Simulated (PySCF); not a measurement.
# Worked example: dipole moment from atomic charges

Se(Cl)(GeH3) (ClGeH3Se), SMILES Cl[Se][GeH3]. Atoms are numbered in the order given.

```xyz
6

Se     0.8223    -0.6375     0.0000
Cl    -1.0454    -1.8033     0.0000
Ge    -0.2746     1.4593     0.0000
H     -1.1332     1.5721     1.2667
H      0.8689     2.4886     0.0000
H     -1.1332     1.5721    -1.2667
```

Geometry: PBE0-D3(BJ)/def2-SVP.

Charges (e) from CAM-B3LYP/def2-TZVPD run with PySCF:

```tsv
atom	ESP fit	IAO
Se1	-0.017	0.036
Cl2	-0.111	-0.234
Ge3	0.038	0.426
H4	0.018	-0.075
H5	0.052	-0.078
H6	0.018	-0.075
```

The dipole moment of the full density is 2.18 D.

Q: What dipole moment does each set of point charges give, and which comes closer to that of the density?

A: 
μ = Σ q r, and 1 e Å = 4.8032 D.
ESP fit: Σ q r = (0.096, 0.452, 0.000) e Å, |μ| = 2.22 D.
IAO: Σ q r = (0.259, 0.591, 0.000) e Å, |μ| = 3.10 D.
ESP fit comes closer in size. Point charges leave out the atoms' own dipoles (lone pairs, polarised bonds); fits to the potential absorb them, partitions of the density don't.
